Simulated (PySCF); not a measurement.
Cd(OMe)(GeH3) (CH₆CdGeO), SMILES [O]([Cd][GeH3])C.

Coordinates come from a r2SCAN-D4/def2-SVP optimisation. The def2 effective core potentials stand for the cores of Cd; spin–orbit coupling is left out. One conformer was computed; it need not be the lowest.

All values below come from r2SCAN/def2-TZVP (PySCF).

```
Quantity                                                                                                        Result
---------------------------------------------------------------------------------------------  -----------------------
total energy                                                                                       -2361.73300 hartree
highest occupied level                                                                                        -5.70 eV
lowest empty level                                                                                            -1.47 eV
orbital gap                                                                                                    4.23 eV
dipole moment                                                                                                   1.47 D
quadrupole, principal values (traceless, Buckingham form, about the centre of nuclear charge)    -9.98, 4.32, 5.67 D·Å
mean static polarisability                                                                       87.0 bohr³ (12.90 Å³)
polarisability, principal values                                                               66.5, 67.2, 127.4 bohr³
```
